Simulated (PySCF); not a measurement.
# Computed properties of ScCl3, SMILES [Cl][Sc]([Cl])[Cl]

ScCl3, SMILES [Cl][Sc]([Cl])[Cl]. Geometry: ωB97X-D3(BJ)/def2-SVP. The isomer is the one that the SMILES or the coordinates give; other isomers of the formula were not compared. Other conformers were not sampled. All values are computed for the isolated molecule unless a solvent is named; none is compared with measurement here.

**Structure.** The optimised structure has D3h symmetry. All 6 harmonic modes at ωB97X-D3(BJ)/def2-SVP (PySCF) are real, so it is a minimum. With heavy atoms numbered as in [Sc:1]([Cl:2])([Cl:3])[Cl:4], the shortest bond between them is Sc1–Cl3 at 2.257 Å and the longest Sc1–Cl2 at 2.257 Å.

**Vibrations.** The strongest infrared lines (harmonic, unscaled, degenerate partners summed) lie at 501 cm⁻¹ (383 km/mol, Sc 57 %, Cl 43 %), 70 cm⁻¹ (57 km/mol, Sc 70 %, Cl 30 %), 96 cm⁻¹ (7 km/mol, Cl 87 %, Sc 13 %). The softest mode is at 70 cm⁻¹ and the zero-point energy is 2.3 kcal/mol.

**Electronic structure.** CAM-B3LYP/def2-TZVPD (PySCF) places the frontier levels at -10.63 and -2.36 eV, a gap of 8.27 eV, and gives a dipole moment of 0.00 D and a mean polarisability of 75.0 bohr³.

**Excitations.** TDDFT-CAM-B3LYP/def2-SVPD (PySCF) has S1 at 4.66 eV (266 nm, f = 0.000, dark); the most intense of the 10 singlets computed lies at 5.17 eV (f = 0.03). Strengths of degenerate partners are summed. T1 (TDA) is at 4.65 eV. No vertical singlet excitation falls in the visible range (under 3.1 eV).
